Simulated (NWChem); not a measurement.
Molecule: CF2, triplet; SMILES F[C]F

All runs: NWChem. Spin-unrestricted. In the optimisation the excess spin sits in a1 and b2 (C2v, its own frame). All runs use the structure optimised with B3LYP/6-31G* (spherical d), spin-unrestricted. No stability test was run on the SCF state. Level B3LYP/def2-SVP: energy and gradient on several grids; changes count from the extra-fine grid, which is no exact limit either.

```json
[
 {"grid": "xcoarse", "size of the energy change (μHa)": "200", "largest change of a gradient component (μHa/bohr)": "400"},
 {"grid": "coarse", "size of the energy change (μHa)": "< 10", "largest change of a gradient component (μHa/bohr)": "200"},
 {"grid": "medium", "size of the energy change (μHa)": "< 10", "largest change of a gradient component (μHa/bohr)": "< 30"},
 {"grid": "fine", "size of the energy change (μHa)": "< 10", "largest change of a gradient component (μHa/bohr)": "< 30"},
 {"grid": "xfine", "size of the energy change (μHa)": "< 10", "largest change of a gradient component (μHa/bohr)": "< 30"}
]
```
